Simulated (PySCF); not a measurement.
Record of a relaxation.

Species: (SiH3)2PPF2, F2H6P2Si2.
SMILES with atom numbers: `[F:1][P:2]([F:3])[P:4]([SiH3:5])[SiH3:6]` (hydrogens: H7, H8, H9 on Si5; H10, H11, H12 on Si6)

Computed by this run: PySCF 2.14.0, PBE0-D3(BJ)/def2-SVP geometry optimisation, gas phase; density fitting, grid level 1; the optimiser is geomeTRIC in internal coordinates, started from a GFN2-xTB structure with every atom displaced at random (about 0.01 Å). 6 of its 19 geometries are shown. The frame can shift and turn from step to step; on so coarse a grid that alone can change the energy by a few meV, and forces under 0.02 eV/Å are noise.

Step 0: E = -39831.7936 eV, largest atomic force 1.228 eV/Å
```
atom  x, y, z in Å  |  force x, y, z in eV/Å
F1     -0.886    2.769   -0.391   -1.082   0.523   0.256
P2      0.104    1.626   -0.876    0.420   0.296  -0.910
F3      1.418    2.514   -0.625    0.718  -0.052  -0.114
P4      0.172    0.442    0.932   -0.425   0.057   0.724
Si5     1.667   -0.953    0.037   -0.044   0.231   0.390
Si6    -1.808   -0.535    0.369    0.820  -0.237   0.522
H7      1.361   -1.298   -1.341   -0.120  -0.214  -0.805
H8      1.662   -2.129    0.891    0.069  -0.688   0.359
H9      2.952   -0.246    0.132    0.387   0.127  -0.034
H10    -1.902   -1.723    1.235   -0.150  -0.308   0.167
H11    -1.843   -0.925   -1.036   -0.064  -0.177  -0.703
H12    -2.856    0.429    0.662   -0.528   0.443   0.147
```

Step 4: E = -39832.0159 eV, largest atomic force 0.127 eV/Å
```
atom  x, y, z in Å  |  force x, y, z in eV/Å
F1     -0.900    2.954   -0.384   -0.049   0.085   0.036
P2      0.112    1.837   -0.951   -0.010  -0.121  -0.036
F3      1.506    2.598   -0.673    0.064   0.022   0.010
P4      0.148    0.563    0.890    0.011   0.030  -0.011
Si5     1.607   -0.964    0.063   -0.006  -0.006  -0.001
Si6    -1.744   -0.588    0.397   -0.009  -0.023  -0.006
H7      1.305   -1.330   -1.357    0.006   0.007   0.001
H8      1.499   -2.178    0.925   -0.003   0.001  -0.008
H9      2.983   -0.395    0.144   -0.008  -0.004   0.011
H10    -1.754   -1.798    1.269    0.000   0.002  -0.006
H11    -1.803   -1.005   -1.039   -0.002   0.007   0.005
H12    -2.918    0.278    0.707    0.007   0.000   0.007
```

Step 7: E = -39832.0269 eV, largest atomic force 0.095 eV/Å
```
atom  x, y, z in Å  |  force x, y, z in eV/Å
F1     -0.773    3.063   -0.401   -0.016   0.045   0.015
P2      0.098    1.839   -0.981   -0.012  -0.094  -0.002
F3      1.573    2.465   -0.780    0.027   0.003  -0.003
P4      0.118    0.594    0.881   -0.007   0.051  -0.003
Si5     1.579   -0.943    0.079    0.009   0.001  -0.016
Si6    -1.754   -0.597    0.413   -0.011  -0.020  -0.003
H7      1.353   -1.235   -1.371    0.000   0.009  -0.008
H8      1.370   -2.188    0.874   -0.001  -0.014   0.001
H9      2.965   -0.435    0.269    0.014   0.009   0.017
H10    -1.692   -1.831    1.249   -0.006  -0.009   0.004
H11    -1.852   -0.974   -1.031    0.006   0.001  -0.009
H12    -2.947    0.213    0.790   -0.004   0.017   0.006
```

Step 11: E = -39832.0376 eV, largest atomic force 0.097 eV/Å
```
atom  x, y, z in Å  |  force x, y, z in eV/Å
F1     -0.516    3.196   -0.423   -0.029   0.089   0.027
P2      0.024    1.804   -1.021   -0.012  -0.077   0.009
F3      1.604    2.158   -1.039    0.022  -0.019   0.007
P4      0.049    0.639    0.893    0.013  -0.023  -0.004
Si5     1.563   -0.869    0.124   -0.009   0.026  -0.025
Si6    -1.783   -0.625    0.447   -0.008   0.000  -0.039
H7      1.496   -0.993   -1.366    0.003  -0.006  -0.006
H8      1.239   -2.190    0.739    0.000  -0.001   0.015
H9      2.925   -0.427    0.529    0.010  -0.001  -0.001
H10    -1.671   -1.867    1.266    0.002   0.005   0.015
H11    -1.886   -0.989   -1.002    0.007  -0.008   0.004
H12    -3.003    0.135    0.844    0.000   0.016   0.000
```

Step 14: E = -39832.0479 eV, largest atomic force 0.121 eV/Å
```
atom  x, y, z in Å  |  force x, y, z in eV/Å
F1     -0.459    3.262   -0.233    0.051  -0.099  -0.048
P2     -0.115    1.845   -0.926   -0.046   0.084   0.032
F3      1.475    2.071   -1.140    0.009   0.034  -0.004
P4      0.035    0.606    0.930   -0.017   0.001  -0.007
Si5     1.590   -0.823    0.097    0.021   0.010   0.002
Si6    -1.765   -0.680    0.427    0.018  -0.019   0.025
H7      1.456   -1.000   -1.382   -0.002   0.003   0.009
H8      1.366   -2.138    0.768   -0.006   0.011   0.000
H9      2.945   -0.303    0.430   -0.008  -0.008  -0.009
H10    -1.813   -1.780    1.433   -0.006   0.001   0.000
H11    -1.689   -1.261   -0.950   -0.009  -0.008   0.004
H12    -2.986    0.172    0.537   -0.003  -0.008  -0.004
```

Step 18: E = -39832.0494 eV, largest atomic force 0.023 eV/Å
```
atom  x, y, z in Å  |  force x, y, z in eV/Å
F1     -0.365    3.310   -0.191   -0.003   0.019   0.005
P2     -0.161    1.886   -0.915    0.005  -0.020  -0.009
F3      1.425    2.023   -1.225   -0.005  -0.003  -0.003
P4      0.015    0.619    0.924    0.002   0.000  -0.001
Si5     1.585   -0.789    0.088   -0.002  -0.002   0.002
Si6    -1.755   -0.716    0.440   -0.003   0.004  -0.006
H7      1.437   -0.987   -1.385   -0.001  -0.003   0.000
H8      1.370   -2.097    0.778    0.003   0.000   0.002
H9      2.940   -0.261    0.403    0.001   0.004   0.001
H10    -1.827   -1.751    1.511    0.004   0.000   0.004
H11    -1.632   -1.387   -0.892    0.000   0.000   0.002
H12    -2.991    0.121    0.454   -0.001   0.001   0.002
```

**Question.** Summarise the path.

**Answer.** The energy falls by 0.2558 eV from step 0 to step 18; nine tenths of that is first reached at step 7. It falls at every step. The largest force goes from 1.228 to 0.023 eV/Å. Among the bonds P2–P4 changes most, from 2.163 to 2.239 Å; the atoms move by 0.429 Å rms after alignment.

The cost below is that of the whole optimisation. Hardware: an Arm Neoverse V1 with one thread, shared host with 32 logical CPUs at a one-minute load of 8.9. Cost: 2.4 min wall, 0.56 GiB resident at most.
